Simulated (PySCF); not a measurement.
**Antimony: a sound run and one with changed settings**

Sound run: Sb²⁺ [Kr] 4d10 5s2 5p1, Sb³⁺ [Kr] 4d10 5s2. Computed with PySCF 2.14 in def2-SVP with the def2 core potential (28 electrons), with a scalar-relativistic core potential. The sound run starts from symmetry-adapted Hartree-Fock orbitals and uses a fine grid where one is needed.

Changed run: basis STO-3G, all-electron and non-relativistic. This setting is unsound on purpose.

| species | method | sound run (hartree) | changed run (hartree) | converged |
| --- | --- | --- | --- | --- |
| Sb²⁺ | UHF | -238.36966 | -6250.58887 | yes |
| Sb²⁺ | LDA | -238.88278 | -6246.65049 | yes |
| Sb²⁺ | BP86 | -239.38639 | -6252.96475 | yes |
| Sb³⁺ | UHF | -237.48353 | -6249.73394 | yes |
| Sb³⁺ | LDA | -237.96638 | -6245.75929 | yes |
| Sb³⁺ | BP86 | -238.47155 | -6252.07365 | yes |

Ionisation energy of Sb²⁺:

| method | sound run (eV) | changed run (eV) |
| --- | --- | --- |
| UHF | 24.113 | 23.264 |
| LDA | 24.937 | 24.251 |
| BP86 | 24.894 | 24.248 |

A minimal basis cannot let orbitals breathe on ionisation and holds almost no correlation. The Hamiltonian changed with the basis, so the totals do not compare.

For comparison, NIST gives 25.323 eV between the lowest levels.
